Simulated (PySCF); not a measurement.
PySCF input for germanium monoxide cation (GeO), SMILES [O]=[Ge] (connectivity only; charge and spin as stated), charge +1, multiplicity 2, TDA-CAM-B3LYP/def2-TZVPD. The structure is a stationary point at PBE0-D3(BJ)/def2-TZVPD. The multiplicity is an assumed one; other spin states were not compared.

```python
import numpy as np
from pyscf import gto, scf, dft, tdscf

mol = gto.M(
    atom='''
    Ge    0.00000000    0.00000000   -0.35456481
    O     0.00000000    0.00000000    1.41825926
    ''',
    basis='def2-TZVPD',
    charge=1,
    spin=1,
    max_memory=1600,
    verbose=4,
)
mf = dft.UKS(mol, xc='cam-b3lyp').density_fit(auxbasis='def2-universal-jkfit')
mf.grids.level = 3
mf.conv_tol = 1e-9
mf.max_cycle = 100
mf.kernel()
fine, coarse = mf.grids, dft.Grids(mol).set(level=1).build(with_non0tab=True)
for _ in range(3):  # follow internal instabilities
    mf.grids = coarse
    mo, _, stable, _ = mf.stability(return_status=True, nroots=4)
    mf.grids = fine
    if stable:
        break
    mf.kernel(mf.make_rdm1(mo, mf.mo_occ))
mf.grids = dft.Grids(mol).set(level=1).build(with_non0tab=True)  # coarser grid for the response kernel
td = tdscf.TDA(mf)
td.nstates = 10
td.conv_tol = 1e-4
td.kernel(x0=td.get_init_guess(mf, 15))
td.analyze()
```

Output:

```
PySCF version 2.14.0

[INPUT] verbose = 4
[INPUT] num. atoms = 2
[INPUT] num. electrons = 39
[INPUT] charge = 1
[INPUT] spin (= nelec alpha-beta = 2S) = 1
[INPUT] symmetry False subgroup None
[INPUT] Mole.unit = angstrom
[INPUT] Symbol           X                Y                Z      unit          X                Y                Z       unit  Magmom
[INPUT]  1 Ge     0.000000000000   0.000000000000  -0.354564810000 AA    0.000000000000   0.000000000000  -0.670030384308 Bohr   0.0
[INPUT]  2 O      0.000000000000   0.000000000000   1.418259260000 AA    0.000000000000   0.000000000000   2.680121575028 Bohr   0.0

nuclear repulsion = 76.4144442124593
number of shells = 32
number of NR pGTOs = 161
number of NR cGTOs = 94
basis = def2-TZVPD
ecp = {}


[settings echo left out]
init E= -2151.49395228245
  alpha nocc = 20  HOMO = -0.348092387820458  LUMO = -0.0800640754190754
  beta  nocc = 19  HOMO = -0.436727379103531  LUMO = -0.348092387820444

WARN: HOMO -0.348092387820458 >= LUMO -0.348092387820444

cycle= 1 E= -2151.61783800529  delta_E= -0.124  |g|= 0.864  |ddm|= 1.05
  alpha nocc = 20  HOMO = -0.485887106036493  LUMO = -0.28596864077491
  beta  nocc = 19  HOMO = -0.503177589526499  LUMO = -0.411334301636344
  HOMO = -0.485887106036  LUMO = -0.411334301636  gap/eV = 2.02869
cycle= 2 E= -2147.8026366556  delta_E= 3.82  |g|= 2.59  |ddm|= 2.02
  alpha nocc = 20  HOMO = -0.70368959379453  LUMO = -0.348982869638147
  beta  nocc = 19  HOMO = -0.693810730440295  LUMO = -0.527715343279056
  HOMO = -0.69381073044  LUMO = -0.527715343279  gap/eV = 4.51969
cycle= 3 E= -2151.88050435209  delta_E= -4.08  |g|= 0.371  |ddm|=  1.7
  alpha nocc = 20  HOMO = -0.626961064609013  LUMO = -0.32449060671272
  beta  nocc = 19  HOMO = -0.615546129783226  LUMO = -0.460710445335984
  HOMO = -0.615546129783  LUMO = -0.460710445336  gap/eV = 4.21329
cycle= 4 E= -2151.92998405228  delta_E= -0.0495  |g|= 0.181  |ddm|= 0.313
  alpha nocc = 20  HOMO = -0.660712986056112  LUMO = -0.32120827822478
  beta  nocc = 19  HOMO = -0.646439394017428  LUMO = -0.455772764536
  HOMO = -0.646439394017  LUMO = -0.455772764536  gap/eV = 5.18830
cycle= 5 E= -2151.94144225155  delta_E= -0.0115  |g|= 0.0544  |ddm|= 0.0934
  alpha nocc = 20  HOMO = -0.672517466098859  LUMO = -0.319499992197161
  beta  nocc = 19  HOMO = -0.65542834736696  LUMO = -0.448075837101278
  HOMO = -0.655428347367  LUMO = -0.448075837101  gap/eV = 5.64235
cycle= 6 E= -2151.94383083419  delta_E= -0.00239  |g|= 0.0273  |ddm|= 0.0619
  alpha nocc = 20  HOMO = -0.678745512749429  LUMO = -0.318674610651744
  beta  nocc = 19  HOMO = -0.65751335483483  LUMO = -0.441809667393727
  HOMO = -0.657513354835  LUMO = -0.441809667394  gap/eV = 5.86960
cycle= 7 E= -2151.94479703643  delta_E= -0.000966  |g|= 0.00529  |ddm|= 0.0562
  alpha nocc = 20  HOMO = -0.679179000628613  LUMO = -0.319380951263619
  beta  nocc = 19  HOMO = -0.656187271992143  LUMO = -0.441151461087316
  HOMO = -0.656187271992  LUMO = -0.441151461087  gap/eV = 5.85142
cycle= 8 E= -2151.94487623816  delta_E= -7.92e-05  |g|= 0.00246  |ddm|= 0.0151
  alpha nocc = 20  HOMO = -0.680190132085577  LUMO = -0.319290519638382
  beta  nocc = 19  HOMO = -0.65539242535332  LUMO = -0.440715364424243
  HOMO = -0.655392425353  LUMO = -0.440715364424  gap/eV = 5.84166
cycle= 9 E= -2151.94489980089  delta_E= -2.36e-05  |g|= 0.000918  |ddm|= 0.0099
  alpha nocc = 20  HOMO = -0.68068579248431  LUMO = -0.319316266571845
  beta  nocc = 19  HOMO = -0.655216396480134  LUMO = -0.440686121142008
  HOMO = -0.65521639648  LUMO = -0.440686121142  gap/eV = 5.83767
cycle= 10 E= -2151.94490267615  delta_E= -2.88e-06  |g|= 0.000581  |ddm|= 0.00265
  alpha nocc = 20  HOMO = -0.681091482789376  LUMO = -0.319304921090443
  beta  nocc = 19  HOMO = -0.65507587311542  LUMO = -0.440754933338972
  HOMO = -0.655075873115  LUMO = -0.440754933339  gap/eV = 5.83197
cycle= 11 E= -2151.9449038949  delta_E= -1.22e-06  |g|= 0.000146  |ddm|= 0.00219
  alpha nocc = 20  HOMO = -0.681105039838978  LUMO = -0.319318131699747
  beta  nocc = 19  HOMO = -0.654980816540183  LUMO = -0.440739597374176
  HOMO = -0.65498081654  LUMO = -0.440739597374  gap/eV = 5.82980
cycle= 12 E= -2151.94490396821  delta_E= -7.33e-08  |g|= 7.11e-05  |ddm|= 0.000593
  alpha nocc = 20  HOMO = -0.681138500586087  LUMO = -0.319319855721563
  beta  nocc = 19  HOMO = -0.654979235086683  LUMO = -0.440725699554555
  HOMO = -0.654979235087  LUMO = -0.440725699555  gap/eV = 5.83014
cycle= 13 E= -2151.94490397427  delta_E= -6.07e-09  |g|= 1.13e-05  |ddm|= 0.000169
  alpha nocc = 20  HOMO = -0.681141153874146  LUMO = -0.31931877748508
  beta  nocc = 19  HOMO = -0.65498240533746  LUMO = -0.440727113920033
  HOMO = -0.654982405337  LUMO = -0.44072711392  gap/eV = 5.83018
cycle= 14 E= -2151.94490397434  delta_E= -6.46e-11  |g|= 4.34e-06  |ddm|= 1.2e-05
  alpha nocc = 20  HOMO = -0.681138793624261  LUMO = -0.319319001456388
  beta  nocc = 19  HOMO = -0.654980448103488  LUMO = -0.440726359559569
[...]
cycle= 9 E= -2151.96278980648  delta_E= -0.000987  |g|= 0.019  |ddm|= 0.179
  alpha nocc = 20  HOMO = -0.667376549856602  LUMO = -0.314120816830889
  beta  nocc = 19  HOMO = -0.671495239015762  LUMO = -0.404215289273949
  HOMO = -0.667376549857  LUMO = -0.404215289274  gap/eV = 7.16098
cycle= 10 E= -2151.96281425053  delta_E= -2.44e-05  |g|= 0.0172  |ddm|= 0.00625
  alpha nocc = 20  HOMO = -0.66946939336482  LUMO = -0.31441835100967
  beta  nocc = 19  HOMO = -0.664672754255751  LUMO = -0.413674679776058
  HOMO = -0.664672754256  LUMO = -0.413674679776  gap/eV = 6.83001
cycle= 11 E= -2151.96287066695  delta_E= -5.64e-05  |g|= 0.00936  |ddm|= 0.0222
  alpha nocc = 20  HOMO = -0.667896826381863  LUMO = -0.314231877216429
  beta  nocc = 19  HOMO = -0.670645628040202  LUMO = -0.406975713290272
  HOMO = -0.667896826382  LUMO = -0.40697571329  gap/eV = 7.10003
cycle= 12 E= -2151.96289254348  delta_E= -2.19e-05  |g|= 0.0141  |ddm|= 0.0365
  alpha nocc = 20  HOMO = -0.669979229874849  LUMO = -0.314437185477933
  beta  nocc = 19  HOMO = -0.660901217402979  LUMO = -0.416777886254344
  HOMO = -0.660901217403  LUMO = -0.416777886254  gap/eV = 6.64293
cycle= 13 E= -2151.96299869679  delta_E= -0.000106  |g|= 0.00487  |ddm|= 0.0183
  alpha nocc = 20  HOMO = -0.670843550581479  LUMO = -0.314571894581968
  beta  nocc = 19  HOMO = -0.65669316172351  LUMO = -0.421066762239633
  HOMO = -0.656693161724  LUMO = -0.42106676224  gap/eV = 6.41172
cycle= 14 E= -2151.9630133286  delta_E= -1.46e-05  |g|= 0.000879  |ddm|= 0.00818
  alpha nocc = 20  HOMO = -0.6711530529401  LUMO = -0.314606234483186
  beta  nocc = 19  HOMO = -0.655328897362498  LUMO = -0.422486199937239
  HOMO = -0.655328897362  LUMO = -0.422486199937  gap/eV = 6.33597
cycle= 15 E= -2151.96301387998  delta_E= -5.51e-07  |g|= 0.000412  |ddm|= 0.00254
  alpha nocc = 20  HOMO = -0.671060280418059  LUMO = -0.31458913316566
  beta  nocc = 19  HOMO = -0.655764807585941  LUMO = -0.422022279305502
  HOMO = -0.655764807586  LUMO = -0.422022279306  gap/eV = 6.36046
cycle= 16 E= -2151.96301399015  delta_E= -1.1e-07  |g|= 6.29e-05  |ddm|= 0.000748
  alpha nocc = 20  HOMO = -0.671068703270866  LUMO = -0.314590204886928
  beta  nocc = 19  HOMO = -0.655735183577837  LUMO = -0.422043037920524
  HOMO = -0.655735183578  LUMO = -0.422043037921  gap/eV = 6.35909
cycle= 17 E= -2151.96301399804  delta_E= -7.89e-09  |g|= 2.52e-05  |ddm|= 0.000531
  alpha nocc = 20  HOMO = -0.671071277004071  LUMO = -0.31459059321413
  beta  nocc = 19  HOMO = -0.655727410560517  LUMO = -0.422050815666182
  HOMO = -0.655727410561  LUMO = -0.422050815666  gap/eV = 6.35866
cycle= 18 E= -2151.96301400131  delta_E= -3.28e-09  |g|= 1.59e-05  |ddm|= 0.00014
  alpha nocc = 20  HOMO = -0.671071799095491  LUMO = -0.314590965592648
  beta  nocc = 19  HOMO = -0.655733597067723  LUMO = -0.422047938179446
  HOMO = -0.655733597068  LUMO = -0.422047938179  gap/eV = 6.35891
cycle= 19 E= -2151.96301400265  delta_E= -1.33e-09  |g|= 5.28e-06  |ddm|= 0.000163
  alpha nocc = 20  HOMO = -0.671070891368201  LUMO = -0.314590793309958
  beta  nocc = 19  HOMO = -0.655736381880037  LUMO = -0.422044370437462
  HOMO = -0.65573638188  LUMO = -0.422044370437  gap/eV = 6.35908
cycle= 20 E= -2151.96301400271  delta_E= -6.23e-11  |g|= 2.71e-06  |ddm|= 4.82e-05
  alpha nocc = 20  HOMO = -0.671071093352992  LUMO = -0.314590884781528
  beta  nocc = 19  HOMO = -0.655736511530516  LUMO = -0.422044776106034
  HOMO = -0.655736511531  LUMO = -0.422044776106  gap/eV = 6.35908
Extra cycle  E= -2151.96301400273  delta_E= -2.59e-11  |g|= 2.04e-06  |ddm|= 7.62e-06
converged SCF energy = -2151.96301400273  <S^2> = 0.75545495  2S+1 = 2.0054475
uhf_internal: lowest eigs of H = [5.13369638e-06 3.17064305e-02 2.38533370e-01 2.54369125e-01]
<class 'pyscf.df.df_jk.DFUKS'> wavefunction is stable in the internal stability analysis
tot grids = 12600


******** <class 'pyscf.tdscf.uks.TDA'> for <class 'pyscf.df.df_jk.DFUKS'> ********
nstates = 10
deg_eia_thresh = 1.000e-03
wfnsym = None
conv_tol = 0.0001
eigh lindep = 1e-12
eigh level_shift = 0
eigh max_cycle = 100


Excitation energies (eV)
[0.24202955 0.64365631 4.1527545  4.31232807 5.04314406 5.48260852
 5.72888539 5.76419725 5.81144707 6.60120186]

** Excitation energies and oscillator strengths **
Excited State   1:      0.24203 eV   5122.69 nm  f=0.0000
      18b ->   20b     -0.95702
      18b ->   22b      0.27773
Excited State   2:      0.64366 eV   1926.25 nm  f=0.0008
      17b ->   20b      0.19594
      17b ->   22b     -0.10812
      19b ->   20b     -0.95275
      19b ->   22b      0.18976
Excited State   3:      4.15275 eV    298.56 nm  f=0.0001
      20a ->   21a     -0.70882
      17b ->   20b      0.33702
      19b ->   20b      0.17290
      19b ->   22b      0.57951
Excited State   4:      4.31233 eV    287.51 nm  f=0.0004
      20a ->   22a     -0.59932
      19b ->   21b      0.78717
Excited State   5:      5.04314 eV    245.85 nm  f=0.0028
      19a ->   22a      0.54699
      18b ->   21b     -0.82021
Excited State   6:      5.48261 eV    226.14 nm  f=0.0000
      19a ->   21a      0.43589
      18b ->   20b     -0.26743
      18b ->   22b     -0.84992
Excited State   7:      5.72889 eV    216.42 nm  f=0.0605
      20a ->   22a     -0.77700
      17b ->   21b      0.15028
      19b ->   21b     -0.59758
Excited State   8:      5.76420 eV    215.09 nm  f=0.0689
      17a ->   21a      0.11481
      20a ->   21a     -0.67105
      17b ->   20b     -0.13438
      17b ->   22b      0.14189
      19b ->   20b     -0.18282
      19b ->   22b     -0.67276
Excited State   9:      5.81145 eV    213.34 nm  f=0.0000
      19a ->   21a      0.89475
      18b ->   22b      0.42643
Excited State  10:      6.60120 eV    187.82 nm  f=0.0044
      20a ->   21a      0.14424
      17b ->   20b      0.89318
      19b ->   20b      0.11345
      19b ->   22b     -0.38706

** Transition electric dipole moments (AU) **
state          X           Y           Z        Dip. S.      Osc.
  1         0.0000     -0.0000      0.0000      0.0000      0.0000
  2        -0.1053     -0.1960     -0.0000      0.0495      0.0008
  3        -0.0173     -0.0321      0.0000      0.0013      0.0001
  4         0.0537     -0.0288     -0.0000      0.0037      0.0004
  5         0.0000      0.0000      0.1509      0.0228      0.0028
  6        -0.0000      0.0000      0.0000      0.0000      0.0000
  7        -0.5785      0.3108     -0.0000      0.4313      0.0605
  8        -0.3306     -0.6153      0.0000      0.4879      0.0689
  9         0.0000     -0.0000      0.0000      0.0000      0.0000
 10         0.0781      0.1454     -0.0001      0.0272      0.0044

** Transition velocity dipole moments (imaginary part, AU) **
state          X           Y           Z        Dip. S.      Osc.
  1        -0.0000      0.0000      0.0000      0.0000      0.0000
  2         0.0130      0.0243      0.0000      0.0008      0.0214
  3         0.0020      0.0038     -0.0000      0.0000      0.0001
  4         0.0022     -0.0012      0.0000      0.0000      0.0000
  5         0.0000      0.0000     -0.0063      0.0000      0.0001
  6        -0.0000      0.0000     -0.0000      0.0000      0.0000
  7        -0.0361      0.0194      0.0000      0.0017      0.0053
  8        -0.0215     -0.0400      0.0000      0.0021      0.0065
  9         0.0000     -0.0000     -0.0000      0.0000      0.0000
 10         0.0066      0.0123      0.0000      0.0002      0.0005

** Transition magnetic dipole moments (imaginary part, AU) **
state          X           Y           Z
  1         0.0000      0.0000      1.0038
  2        -0.4026      0.2163     -0.0000
  3        -0.1703      0.0915     -0.0000
  4         0.0916      0.1705      0.0000
  5        -0.0000      0.0000     -0.0000
  6        -0.0000     -0.0000     -0.0402
  7        -0.5831     -1.0853      0.0000
  8         1.1933     -0.6411      0.0000
  9         0.0000      0.0001     -0.0206
 10        -0.3619      0.1944      0.0000
```

The calculation finished and met its thresholds.

Cost: very roughly 60 core-seconds.
